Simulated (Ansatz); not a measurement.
C₂H₅BrOSi (`C[Si]1(Br)CO1`), relaxed with RKS PBE-D4/def2-SVP in the Gaussian-basis code of Ansatz from a rough embedded geometry. The force threshold is 0.03 eV/Å; the program also tests the step.

Total charge 0; spin multiplicity 1.

Start:

```xyz
10

C    -0.891   -0.258   -1.301
Si   -0.017    0.504    0.123
Br   -0.369    2.597    0.478
C     0.897   -0.318    1.404
O     1.579    0.173    0.302
H    -1.910   -0.140   -1.236
H    -0.498    0.133   -2.239
H    -0.660   -1.325   -1.285
H     0.828   -1.458    1.409
H     1.040    0.093    2.346
```

(1) How much energy does the relaxation release, and in how many steps? (Best estimate.)

(2) Which bonds change most? (Estimate.)

(3) Give the relaxed structure. (An estimate is asked.)

Results:

(1) The calculation gave: 13.71 kcal/mol, in 5 steps.

(2) Computed: C4–O5 from 1.386 to 1.494 Å; C1–H6 from 1.027 to 1.108 Å; Si2–Br3 from 2.152 to 2.232 Å; C4–H10 from 1.038 to 1.109 Å.

(3) The calculation gave: 
```xyz
10

C    -0.882   -0.251   -1.333
Si    0.034    0.493    0.110
Br   -0.485    2.649    0.367
C     0.873   -0.397    1.468
O     1.670    0.088    0.302
H    -1.976   -0.116   -1.220
H    -0.569    0.245   -2.274
H    -0.649   -1.331   -1.402
H     0.864   -1.501    1.566
H     1.121    0.120    2.417
```
